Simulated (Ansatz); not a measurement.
Program: Ansatz. Geometries: PBE0-D4/def2-TZVP. ΔE: electronic, gas phase. CCSD(T)/CBS adds triple-zeta CCSD(T) − MP2 to the extrapolated MP2 energy (def2 sets, frozen cores). Functionals use def2-TZVPP. B3LYP here is the variant with VWN-RPA as its local correlation; programs differ in this. Each species was taken in one conformer, which may not be the lowest.

Consider the formal exchange of groups at a C–N bond: `C[SiH2]NCO` + disilane → `OC[SiH2][SiH3]` + `C[SiH2]N`.

| level | ΔE (kJ/mol) | difference from CCSD(T)/CBS |
| --- | --- | --- |
| r2SCAN-D4 | -16.5 | 0.4 |
| PBE0-D4 | -14.8 | 2.1 |
| PBE | -17.2 | -0.3 |
| PBE0 | -15.3 | 1.6 |
| B3LYP | -14.9 | 2.0 |
| MP2/def2-TZVPP | -15.1 | 1.8 |
| SCS-MP2/def2-TZVPP | -12.7 | 4.2 |
| CCSD/def2-TZVPP | -12.3 | 4.6 |
| CCSD(T)/def2-TZVPP | -12.7 | 4.2 |
| MP2/def2-QZVPP | -17.6 | -0.7 |
| CCSD(T)/CBS | -16.9 | 0 |

Largest T1 diagnostic among the species: 0.013.

In def2-TZVPP, CCSD(T) changes the Hartree–Fock value by −6.4 kJ/mol (the triples alone add −0.5 kJ/mol) and MP2 by −8.7 kJ/mol.
